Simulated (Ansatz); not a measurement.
All values below come from frozen-core CCSD(T)/cc-pVTZ // B3LYP-D3(BJ)/def2-TZVP (Ansatz, a first-principles code).

Ansatz 0.2 input:
```yaml
crystal:
  periodic: [false, false, false]
  atoms:
    - { symbol: Cl, position_ang: [-1.61677, -1.130467, -0.714191] }
    - { symbol: Ge, position_ang: [-0.000098, 0.12387, -0.073705] }
    - { symbol: Cl, position_ang: [1.841392, -0.929899, -0.383033] }
    - { symbol: Cl, position_ang: [-0.223089, 0.501283, 2.025111] }
    - { symbol: H, position_ang: [-0.001436, 1.435213, -0.854181] }
basis:
  gaussian: { orbitals: cc-pVTZ }
correlation:
  method: ccsd_t
```

Output:

```
Functional definition: HF
971 factors; integrals over basis functions are off by at most 7.5e-4 eV
mean field evaluation 1: about -94005.1145 eV, gradient 2.2e1 eV
mean field evaluation 2: about -94005.2602 eV, gradient 2.3e1 eV
mean field evaluation 4: about -94006.8512 eV, gradient 2.0e0 eV
mean field evaluation 8: about -94006.8787 eV, gradient 1.7e-1 eV
mean field evaluation 16: about -94006.2290 eV, gradient 1.4e1 eV
mean field -94006.87886131 eV, -3454.6890780021 hartree, gradient 2.3e-6 eV, S^2 0.000000; 0 other end points of the search recorded, 0 dependent functions left out
24 core orbitals not correlated
reference -94006.87886131 eV, -3454.6890780021 hartree; 18, 18 occupied and 117, 117 virtual orbitals, 971 factors
second order -20.34710430 eV of doubles, -0.00000000 eV of singles
cycle   1  -21.12408770 eV  change   -7.8e-1 eV  update   9.1e-2
cycle   2  -21.61173527 eV  change   -4.9e-1 eV  update   2.4e-2
cycle   3  -21.68608318 eV  change   -7.4e-2 eV  update   1.1e-2
cycle   4  -21.67643640 eV  change    9.6e-3 eV  update   2.3e-3
cycle   5  -21.67575260 eV  change    6.8e-4 eV  update   9.1e-4
cycle   6  -21.67564526 eV  change    1.1e-4 eV  update   2.4e-4
cycle   7  -21.67557832 eV  change    6.7e-5 eV  update   8.5e-5
cycle   8  -21.67560040 eV  change   -2.2e-5 eV  update   2.7e-5
perturbative correction -0.94922563 eV, -0.0348833987 hartree
Total energy: -94029.50368734 eV, -3455.5205250231 hartree
```

Cost: very roughly 90 core-seconds.
